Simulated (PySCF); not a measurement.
Gas-phase reaction: TiCl₄ + OH ⇌ TiCl₃OH + Cl. Level: PBE0/def2-QZVP†; standard pressure 1 bar.

Energies from PySCF, thermal terms from the rigid-rotor harmonic-oscillator model, ideal gas at 1 bar. † marks an energy on the PBE0/def2-TZVP geometry and frequencies. Open shells (unrestricted): OH (multiplicity 2, electronic degeneracy 4), Cl (multiplicity 2, electronic degeneracy 6); the rest are closed-shell singlets. Spin-orbit splitting is ignored; it lowers the true energy and changes the entropy of OH, Cl. TiCl₃OH: computed as isolated molecules; such fragments, hydroxides, amides, oligomers or adducts are transient or little studied in the gas. The harmonic model lacks anharmonicity and excited electronic states, which grow with temperature; levels with a mode under 35 cm⁻¹ are left out. Soft modes under 120 cm⁻¹ make the harmonic entropy rough for TiCl₄, TiCl₃OH.

```json
[
 {"T (K)": "500", "1000/T (1/K)": "2.0000", "log10 K": "5.42"},
 {"T (K)": "600", "1000/T (1/K)": "1.6667", "log10 K": "?"},
 {"T (K)": "800", "1000/T (1/K)": "1.2500", "log10 K": "3.80"},
 {"T (K)": "1000", "1000/T (1/K)": "1.0000", "log10 K": "3.28"},
 {"T (K)": "1200", "1000/T (1/K)": "0.8333", "log10 K": "2.95"},
 {"T (K)": "1400", "1000/T (1/K)": "0.7143", "log10 K": "2.72"}
]
```

### Question
Fit log10 K = a + b·(1000/T) to the five rows, get the mean ΔH° and ΔS°, and predict log10 K at 600 K.

### Answer
Means: 1000/T = 1.1595, log10 K = 3.634. Sums of products about the means: Sxy = 2.20265, Sxx = 1.044680, so b = Sxy/Sxx = 2.11 and a = 3.634 − (2.11)×1.1595 = 1.19.
ΔH° = −R ln 10 × 1000 K × b = −19.145 × (2.11) = -40 kJ; ΔS° = R ln 10 × a = 23 J/K. The run's own values go from -42 kJ and 19 J/K at 500 K to -36 kJ and 27 J/K at 1400 K.
Prediction at 600 K: 1.19 + (2.11)×1.6667 = 4.71. The computed value is 4.69, 0.02 from the line.
For scale, ΔH°(298 K) is -43 kJ at this level, -53 kJ at ωB97M-V/def2-TZVP†, and runs from -177 to -36 kJ over the 19 levels computed.
